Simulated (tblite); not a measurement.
Species: C7H10OSi.
SMILES with atom numbers: `[SiH3:1][c:2]1[cH:3][c:4]([CH:5]2[CH2:6][CH2:7]2)[cH:8][o:9]1` (hydrogens: H10, H11, H12 on Si1; H13 on C3; H14 on C5; H15, H16 on C6; H17, H18 on C7; H19 on C8)

The geometry is computed with GFN2-xTB (gas phase).

Q: List the bond lengths, angles and torsions at this level.

A: 
| bond | length (pm) | order |
| --- | --- | --- |
| Si1–C2 | 187.1 | single |
| C2–C3 | 136.8 | aromatic |
| C3–C4 | 141.8 | aromatic |
| C4–C5 | 146.9 | single |
| C5–C6, C5–C7 | 150.5 | single |
| C6–C7 | 149.3 | single |
| C4–C8 | 136.8 | aromatic |
| C8–O9 | 134.1 | aromatic |
| C2–O9 | 135.5 | aromatic |
| Si1–H10, Si1–H11, Si1–H12 | 146.4 | single |
| C3–H13 | 107.1 | single |
| C5–H14 | 108.3 | single |
| C6–H15, C7–H18 | 107.9 | single |
| C6–H16, C7–H17 | 107.9 | single |
| C8–H19 | 107.3 | single |

Bonds in one row agree within 1 pm and their mean is given. Orders are formal, as drawn. A selection of angles:
| angle | degrees |
| --- | --- |
| C2–Si1–H10 | 108.3 |
| C2–Si1–H11 | 109.7 |
| H10–Si1–H11 | 110.1 |
| H10–Si1–H12 | 111.3 |
| Si1–C2–C3 | 133.0 |
| Si1–C2–O9 | 118.0 |
| C3–C2–O9 | 109.0 |
| C2–C3–C4 | 107.4 |
| C2–C3–H13 | 126.1 |
| C4–C3–H13 | 126.6 |
| C3–C4–C5 | 126.4 |
| C3–C4–C8 | 104.9 |
| C5–C4–C8 | 128.7 |
| C4–C5–C6 | 120.1 |
| C4–C5–H14 | 113.2 |
| C6–C5–C7 | 59.5 |
| C6–C5–H14 | 116.9 |
| C5–C6–C7 | 60.3 |
| C5–C6–H15 | 117.5 |
| C5–C6–H16 | 118.3 |
| C7–C6–H15 | 118.3 |
| C7–C6–H16 | 118.6 |
| H15–C6–H16 | 113.9 |
| C6–C7–H17 | 118.4 |
| C4–C8–O9 | 111.0 |
| C4–C8–H19 | 132.0 |
| O9–C8–H19 | 117.0 |
| C2–O9–C8 | 107.7 |

Torsions: C3–C4–C5–C6 -146° (anticlinal); C4–C5–C6–C7 -110° (anticlinal); C4–C5–C7–C6 109° (anticlinal). The mirror-image conformer, all signs reversed, is as good.

Si1 (SiH3 silicon) is tetrahedral (angles from 108.0° to 111.3°). The 5-membered ring C2–C3–C4–C8–O9 has internal angles of 104.9° to 111.0°; it is planar, 0.00 Å rms from its mean plane, widest ring torsion 0°. The 3-membered ring C5–C6–C7 has internal angles of 59.5° to 60.3°. Of the pairs four or more bonds apart, C8···H15 is among the closest relative to their van der Waals radii: 2.89 Å, 99 % of the sum of Bondi's values. The 7 C–C bonds span 1.368 Å (C4–C8, aromatic) to 1.506 Å (C5–C6, drawn single), a spread of 0.138 Å. O9 (furan-type oxygen) is bent (angle 107.7°).

GFN2-xTB frequencies show an imaginary mode (28i cm⁻¹), so the point is no minimum at that level.
